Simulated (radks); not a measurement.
Spherical quantum dot in the effective-mass picture: electrons in a well V = -V0 / (1 + exp((r - R)/a)) with V0 = 4.46, R = 6.43, a = 0.67, with a point charge +1 (a donor) at the centre, all in effective atomic units (hartree* = m*/eps^2 hartree, bohr* = eps/m* bohr), one dielectric constant everywhere. Calculated with a radial shooting solver with Libxc functionals: non-relativistic Kohn-Sham, r2SCAN, spin-polarised, spherical densities, generalised Kohn-Sham scheme. Levels are named by radial order and angular momentum (1s, 1p, 1d, 2s, ...), and open shells are averaged over m.

N = 9, configuration 1s2 1p6 2s(up 1, down 0). This is the lowest configuration that the search found. Occupied levels:

level    occupation  eigenvalue (hartree*)  <r> (bohr*)
1s up             1                -2.5909        2.729
1s down           1                -2.5581        3.215
1p up             3                -2.4288        3.850
1p down           3                -2.4242        3.817
2s up             1                -2.3211        2.783

Energy (hartree*): total -31.5566, kinetic 2.3134, external -41.995, Hartree 10.231, exchange-correlation -2.1063.
